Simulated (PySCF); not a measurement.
## Bond curve of BiS

Set-up: basis Bi def2-SVP with ECP60, S def2-SVP; scalar-relativistic core potentials; PySCF 2.14. Energies in eV from Bi + S in their ground configurations at the same level. State: ²Π (doublet), unpaired electrons π ↑.

All columns are PBE0. A positive dipole means Bi(−)S(+).

```json
{"R (Å)": "2.001", "E (eV)": "-1.311", "μ (D)": "-1.96", "Mulliken charge on Bi (basis-dependent)": "0.26", "HOMO (eV)": "-4.62", "LUMO (eV)": "-2.91", "Mayer bond order": "2.25", "⟨S²⟩": "0.75"}
{"R (Å)": "2.094", "E (eV)": "-2.246", "μ (D)": "-2.36", "Mulliken charge on Bi (basis-dependent)": "0.28", "HOMO (eV)": "-4.81", "LUMO (eV)": "-3.12", "Mayer bond order": "2.23", "⟨S²⟩": "0.75"}
{"R (Å)": "2.187", "E (eV)": "-2.753", "μ (D)": "-2.73", "Mulliken charge on Bi (basis-dependent)": "0.29", "HOMO (eV)": "-5.00", "LUMO (eV)": "-3.31", "Mayer bond order": "2.22", "⟨S²⟩": "0.75"}
{"R (Å)": "2.257", "E (eV)": "-2.928", "μ (D)": "-2.98", "Mulliken charge on Bi (basis-dependent)": "0.30", "HOMO (eV)": "-5.13", "LUMO (eV)": "-3.45", "Mayer bond order": "2.22", "⟨S²⟩": "0.76"}
{"R (Å)": "2.327", "E (eV)": "-2.973", "μ (D)": "-3.21", "Mulliken charge on Bi (basis-dependent)": "0.30", "HOMO (eV)": "-5.26", "LUMO (eV)": "-3.58", "Mayer bond order": "2.21", "⟨S²⟩": "0.76"}
{"R (Å)": "2.397", "E (eV)": "-2.921", "μ (D)": "-3.39", "Mulliken charge on Bi (basis-dependent)": "0.30", "HOMO (eV)": "-5.38", "LUMO (eV)": "-3.70", "Mayer bond order": "2.18", "⟨S²⟩": "0.80"}
{"R (Å)": "2.490", "E (eV)": "-2.758", "μ (D)": "-3.46", "Mulliken charge on Bi (basis-dependent)": "0.29", "HOMO (eV)": "-5.52", "LUMO (eV)": "-3.75", "Mayer bond order": "2.00", "⟨S²⟩": "0.97"}
{"R (Å)": "2.606", "E (eV)": "-2.492", "μ (D)": "-3.41", "Mulliken charge on Bi (basis-dependent)": "0.28", "HOMO (eV)": "-5.66", "LUMO (eV)": "-3.69", "Mayer bond order": "1.70", "⟨S²⟩": "1.24"}
{"R (Å)": "2.746", "E (eV)": "-2.145", "μ (D)": "-3.40", "Mulliken charge on Bi (basis-dependent)": "0.26", "HOMO (eV)": "-5.80", "LUMO (eV)": "-3.58", "Mayer bond order": "1.41", "⟨S²⟩": "1.46"}
{"R (Å)": "2.932", "E (eV)": "-1.686", "μ (D)": "-3.48", "Mulliken charge on Bi (basis-dependent)": "0.24", "HOMO (eV)": "-5.92", "LUMO (eV)": "-3.42", "Mayer bond order": "1.15", "⟨S²⟩": "1.66"}
```

A fit through these points gives, at Re = 2.321 Å, μ = -3.19 D and dμ/dR = -3.13 D/Å; the reduced mass is 27.73 u.

Q: How strong is the fundamental in the double-harmonic approximation, I = 42.26·(dμ/dR)²/μred km/mol?

A: I = 42.26·(-3.13)²/27.73 = 14.9 km/mol at PBE0.

⟨S²⟩ of the unrestricted solution departs from its pure value on part of the curve, where spin states mix. Spin–orbit coupling is left out, which matters for elements this heavy, above all for dissociation energies. The state was picked by a PBE0 search and need not be the measured ground state.
